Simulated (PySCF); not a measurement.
Computed shifts of a molecule CH8GeOSi, B3LYP/pcSseg-1 in PySCF, GIAO, gas phase, atoms alike by connectivity averaged where their shifts nearly agree, in ppm (number of nuclei): ²⁹Si: -13.1 (1). ¹³C: 56.9 (1). ¹H: 5.54 (2), 3.86 (3), 3.69 (3). References: ²⁹Si against TMS (σ = 338.7 ppm); ⁷³Ge against GeH4 (σ = 1631.8 ppm); ¹⁷O against H2O (σ = 333.8 ppm); ¹³C against TMS (σ = 181.3 ppm); ¹H against TMS (σ = 31.68 ppm), references at their B3LYP-D3(BJ)/def2-TZVP geometries, non-relativistic. Coordinates come from a PBE0-D3(BJ)/def2-SVP optimisation. One conformer was computed; it need not be the lowest.

### Question
Pick the molecule that these values belong to.
A) CO[SiH2][GeH3]
B) C[O][GeH2][SiH3]
C) O[CH2][GeH2][SiH3]
D) [CH3][GeH2][SiH2]O

### Answer
A, CO[SiH2][GeH3]
